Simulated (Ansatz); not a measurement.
Consider the silylene loss: `N/C(Cl)=N/[SiH3]` → `N=C(N)Cl` + `[SiH2]`.

Computed with Ansatz on PBE0-D4/def2-TZVP structures; ΔE is electronic, products minus reactants. CBS: MP2 limit from def2 TZ/QZ plus the TZ coupled-cluster correction, frozen cores. This one scheme is used for every species. DFT in def2-TZVPP. Each species was taken in one conformer, which may not be the lowest.

`N/C(Cl)=N/[SiH3]`:

```xyz
10

N     1.384    1.576    0.462
C     0.403    0.763    0.033
Cl   -0.703    1.674   -1.052
N     0.255   -0.436    0.332
Si   -0.959   -1.561   -0.144
H     2.094    1.184    1.054
H     1.454    2.522    0.138
H    -0.973   -1.748   -1.620
H    -2.309   -1.116    0.298
H    -0.646   -2.858    0.501
```

`N=C(N)Cl`:

```xyz
7

N    -1.296   -0.184   -0.501
C    -0.177    0.203   -0.091
N     0.875   -0.615    0.161
Cl    0.256    1.898    0.186
H    -1.938    0.575   -0.688
H     0.663   -1.598    0.189
H     1.618   -0.278    0.745
```

`[SiH2]`:

Cartesian coordinates in Å:
```
Si -0.409 -0.439 -0.382
H 1.088 -0.157 -0.324
H -0.679 0.596 0.706
```

| level | ΔE (eV) |
| --- | --- |
| revPBE-D4 | 2.94 |
| r2SCAN0-D4 | 3.23 |
| ωB97X-V | 3.08 |
| ωB97M-V | 2.94 |
| PBE | 2.89 |
| r2SCAN0 | 3.20 |
| SCS-MP2/def2-TZVPP | 3.04 |
| MP2/CBS(def2) | 3.25 |

(1) What does CCSD(T)/CBS give? (Best estimate.)

Largest T1 diagnostic among the species: 0.014.

Answers

(1) The calculation gave: +2.98 eV. The listed levels differ from it by -0.04, 0.25, 0.10, -0.04, -0.09, 0.22, 0.06, 0.27 eV.

From PBE to PBE0 (25 % exact exchange), in def2-TZVPP and without D4, ΔE moves by +0.10 eV. Leaving LDA and LC-ωPBE aside and taking each functional with its dispersion term where it has one, the values, not all of them listed here, spread over 0.34 eV, from BLYP-D4 to r2SCAN0-D4. LDA lies +0.38 eV from PBE without D4.

CCSD(T)/CBS has its own doubt, a few kJ/mol and more with outer-core shells, so smaller differences from it don't rank the levels.
